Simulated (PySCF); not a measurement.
Compound: BEt2H, C4H11B.
Cartesian coordinates in Å at the PBE0-D3(BJ)/def2-SVP level; atoms count from 1:
```
atom  x, y, z in Å
B1    -0.3506   -0.5556    0.0208
C2     1.2153   -0.5913   -0.0638
C3     1.7399   -0.9512    1.3371
H4     1.6384    0.3791   -0.3747
H5     1.5632   -1.3557   -0.7789
H6     2.8404   -0.9842    1.3580
H7     1.4239   -0.2155    2.0945
H8     1.3745   -1.9366    1.6666
C9    -1.1701    0.7794    0.0957
C10   -1.5941    1.1125   -1.3463
H11   -0.5697    1.6131    0.4971
H12   -2.0736    0.6800    0.7192
H13   -2.1872    2.0394   -1.3863
H14   -0.7227    1.2558   -2.0055
H15   -2.2093    0.3112   -1.7861
H16   -0.9526   -1.6144    0.0190
```

Computed with TDDFT PBE0/def2-SVPD, vertical, gas phase, core orbitals frozen in the response (PySCF).

Excitation energies and transition dipoles (atomic units, axes of the coordinates) of those of the lowest 10 singlets that add 0.02 au or more to the mean polarisability:

```tsv
state	ΔE (hartree)	μx	μy	μz
S1	0.2094	-0.064	-0.110	0.003
S2	0.2114	-0.160	0.099	-0.015
S4	0.2823	0.061	-0.049	0.084
S5	0.2876	-0.118	0.068	0.028
S6	0.2933	-0.060	-0.143	0.008
S7	0.2968	-0.401	0.246	-0.284
S8	0.3042	0.122	0.129	0.017
S9	0.3156	-0.586	0.333	-0.385
S10	0.3159	0.195	-0.129	0.117
```

Q: What does each state add to αxx, αyy and αzz, and how do the sums compare with the full static tensor?

A: Each state adds 2 μα² / ΔE.

```json
{"state": "S1", "αxx (au)": "0.04", "αyy (au)": "0.12", "αzz (au)": "0.00"}
{"state": "S2", "αxx (au)": "0.24", "αyy (au)": "0.09", "αzz (au)": "0.00"}
{"state": "S4", "αxx (au)": "0.03", "αyy (au)": "0.02", "αzz (au)": "0.05"}
{"state": "S5", "αxx (au)": "0.10", "αyy (au)": "0.03", "αzz (au)": "0.01"}
{"state": "S6", "αxx (au)": "0.02", "αyy (au)": "0.14", "αzz (au)": "0.00"}
{"state": "S7", "αxx (au)": "1.09", "αyy (au)": "0.41", "αzz (au)": "0.54"}
{"state": "S8", "αxx (au)": "0.10", "αyy (au)": "0.11", "αzz (au)": "0.00"}
{"state": "S9", "αxx (au)": "2.17", "αyy (au)": "0.70", "αzz (au)": "0.94"}
{"state": "S10", "αxx (au)": "0.24", "αyy (au)": "0.10", "αzz (au)": "0.09"}
{"state": "all 10 states", "αxx (au)": "4.0", "αyy (au)": "1.7", "αzz (au)": "1.6"}
{"state": "full response", "αxx (au)": "69.8", "αyy (au)": "64.1", "αzz (au)": "63.6"}
{"state": "share (%)", "αxx (au)": "6", "αyy (au)": "3", "αzz (au)": "3"}
```

The rest comes from the higher roots of the same response equations.

Q: Give the full tensor and its principal values.

A: In au, rows and columns x, y, z:
```
x   69.8 -5.6  6.3
y   -5.6 64.1 -4.1
z    6.3 -4.1 63.6
```
Principal values 59.4, 60.7 and 77.3 au; mean 65.8 au (9.75 Å³).

Q: By how much does the contribution of these states grow at 1064 nm?

A: With ω = 0.0428 hartree each state's term in the mean polarisability goes from f / ΔE² to f / (ΔE² − ω²), f = (2/3) ΔE |μ|²; the sum over all 10 states goes from 2.47 to 2.52 au, a rise of 0.05 au.

A one-level model with all 30 active electrons at a single energy would need ΔE = √(N/α) = 18.4 eV to give this α, against S1 at 5.70 eV.

One conformer stands for the species.
